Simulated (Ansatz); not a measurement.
CH6Si2Te (`C[SiH]1[SiH2][Te]1`), relaxed with RKS PBE0-D4/def2-TZVP in the Gaussian-basis code of Ansatz from a PBE-D4/def2-SVP geometry. The force threshold is 0.005 eV/Å; the program also tests the step.

Total charge 0; spin multiplicity 1. Te takes the def2 core potential.

Start:

```xyz
10

C     1.253    0.739    0.980
Si    0.255    0.363   -0.576
Si   -1.672   -0.880   -0.508
Te    0.385   -2.005   -1.492
H     1.130   -0.077    1.719
H     0.907    1.691    1.433
H     2.330    0.836    0.737
H     0.382    1.437   -1.621
H    -2.808   -0.645   -1.464
H    -2.161   -1.458    0.791
```

**Question.** How much energy does the relaxation release, and in how many steps? (Best estimate.)

**Answer.** Computed: 4.04 kJ/mol, in 4 steps.

**Question.** Which bonds change most? (Best estimate.)

**Answer.** The calculation gave: Si3–Te4 from 2.542 to 2.507 Å; Si2–Te4 from 2.542 to 2.508 Å; Si2–Si3 from 2.295 to 2.273 Å; C1–Si2 from 1.886 to 1.866 Å.

**Question.** Give the relaxed structure. (An estimate is asked.)

**Answer.** Computed: 
```xyz
10

C     1.244    0.734    0.972
Si    0.247    0.361   -0.561
Si   -1.660   -0.873   -0.504
Te    0.375   -1.972   -1.473
H     1.116   -0.060    1.709
H     0.919    1.681    1.412
H     2.305    0.813    0.726
H     0.373    1.417   -1.597
H    -2.776   -0.643   -1.453
H    -2.143   -1.458    0.771
```
